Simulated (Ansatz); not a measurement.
Job for Ansatz (a quantum-chemistry and plane-wave program): R-wB97X-V/def2-TZVPPD on CH8GeS (a complex), monomers drawn apart or pushed together. Files ending in .json are basis or fitting sets from the Basis Set Exchange.

Ansatz 0.2 input:
```yaml
crystal:
  periodic: [false, false, false]
  atoms:
    - {symbol: Ge, position_ang: [-0.00003256, 0.13432416, 0.16204605]}
    - {symbol: H, position_ang: [-1.52394075, 0.28526054, 0.22581372]}
    - {symbol: H, position_ang: [0.41839493, -1.23619423, 0.71575661]}
    - {symbol: H, position_ang: [0.68099087, 1.24488269, 0.97313318]}
    - {symbol: H, position_ang: [0.45958978, 0.23235918, -1.30488836]}
    - {symbol: C, position_ang: [0.92346307, -0.62663720, 6.96297424]}
    - {symbol: S, position_ang: [-0.88753945, -0.55425865, 6.77997787]}
    - {symbol: H, position_ang: [1.39348215, -1.02586297, 6.06656307]}
    - {symbol: H, position_ang: [1.25441702, 0.40074250, 7.10443773]}
    - {symbol: H, position_ang: [1.20875402, -1.21227360, 7.83418429]}
    - {symbol: H, position_ang: [-1.08869091, -1.86880893, 6.59399348]}
basis:
  gaussian:
    orbitals: def2-TZVPPD.json
hamiltonian:
  xc: {name: wB97X-V}
scf: {lower_state_search: off}
```

The head of its log:

```
Functional definition: wB97X-V
[...]
these checks for a lower state are left out or cut short: stability, starts, cluster_reference, orbital_swaps, neighbouring_geometries, increment
integrals: 0.28 GiB planned
1399 factors; their error is unknown
integrals: 0.32 GiB planned
389 factors; integrals over basis functions are off by at most 3.2e-5 eV
mean field: 1.66 GiB planned
mean field evaluation 1: about -68512.5104 eV, gradient 2.9e1 eV
mean field evaluation 2: about -68513.3649 eV, gradient 2.3e1 eV
```

### Question
Give the final energy of this run.

### Answer
-2517.8541 hartree.
